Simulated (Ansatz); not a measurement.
Two isomers of C5H10O3: A = `CCCOC(=O)OC`, B = `OCC1OCCCO1`.

Program: Ansatz. Geometries: PBE0-D4/def2-TZVP. ΔE: electronic, gas phase. CBS: MP2 limit from def2 TZ/QZ plus the TZ coupled-cluster correction, frozen cores. DFT in def2-TZVPP. B3LYP here is the variant with VWN-RPA as its local correlation; programs differ in this. One conformer a species, not always the lowest.

(1) Which is lower in electronic energy at CCSD(T)/CBS, and by how much? (Best estimate.)

(2) Give E(B) − E(A) in kcal/mol with PBE0-D4, B2PLYP, B3LYP, r2SCAN-D4, B3LYP-D4, HF/def2-TZVPP, PBE-D4. (Estimate.)

Largest T1 diagnostic: 0.013.

## Answers

(1) Ansatz gave: A, by 21.8 kcal/mol.

(2) Ansatz gave: PBE0-D4 23.2, B2PLYP 27.4, B3LYP 29.2, r2SCAN-D4 26.8, B3LYP-D4 26.9, HF/def2-TZVPP 30.2, PBE-D4 25.7. None reverses the order clearly.

From PBE to PBE0 (25 % exact exchange), in def2-TZVPP and without D4, E(B) − E(A) moves by −2.8 kcal/mol. The D4 term adds −2.3 kcal/mol with B3LYP and −1.2 kcal/mol with PBE0; it sums over pairs of atoms, weighted by their polarisabilities, and B3LYP, whose exchange is more repulsive, gets the larger term.
